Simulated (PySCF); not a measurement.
## ORD: `CB(C)C(F)=C=CF`, C5H7BF2

Geometry (Å), atoms numbered from 1 in this order:
```xyz
15

C    -0.778    1.221    0.684
B    -0.736   -0.116   -0.126
C    -2.031   -0.887   -0.548
C     0.648   -0.742   -0.546
F     0.605   -1.830   -1.338
C     1.819   -0.278   -0.151
C     2.936    0.275    0.247
F     3.555   -0.045    1.381
H     0.172    1.520    1.149
H    -1.579    1.218    1.440
H    -1.059    2.014   -0.037
H    -2.956   -0.300   -0.460
H    -1.957   -1.333   -1.551
H    -2.120   -1.747    0.145
H     3.463    1.049   -0.322
```

Computed, not measured: PySCF, TDDFT CAM-B3LYP/aug-cc-pVDZ circular dichroism and optical rotation, one conformer, gas phase. Geometry: PBE0-D3(BJ)/def2-SVP.

No stereocentre is labelled: unless the shape is locked (an allene, a helicene, a hindered biaryl), the mirror image is equally populated and a measured rotation or CD is zero.

Problem. Give the optical rotatory dispersion at 633, 589.3, 546, 436, 405, 365, 355 nm.

Solution. [α] in deg dm⁻¹ (g/mL)⁻¹:
| λ (nm) | origin-invariant length gauge | modified velocity gauge | length gauge (centre of mass) | isotropic polarisability (au) |
| --- | --- | --- | --- | --- |
| 633 | +97.9 | +95.5 | +99.7 | 84.4 |
| 589.3 | +118.4 | +115.5 | +120.5 | 84.9 |
| 546 | +146.3 | +142.8 | +148.8 | 85.5 |
| 436 | +295.9 | +289.1 | +299.7 | 88.1 |
| 405 | +387.4 | +378.8 | +391.9 | 89.4 |
| 365 | +597.5 | +585.5 | +603.1 | 91.8 |
| 355 | +680.8 | +667.6 | +686.8 | 92.5 |

Problem. And for the mirror image at 589.3 nm?

Solution. -118.4 deg dm⁻¹ (g/mL)⁻¹ (origin-invariant length gauge): the same size and the opposite sign.

Problem. What is the molar rotation [Φ] = [α]·M/100 of the geometry above at 589.3 nm?

Solution. With M = 115.92 g/mol, +137.3 deg cm² dmol⁻¹ (origin-invariant length gauge).

The first excitation lies at 4.55 eV (273 nm) with R = +3.4 × 10⁻⁴⁰ esu² cm² (velocity form).
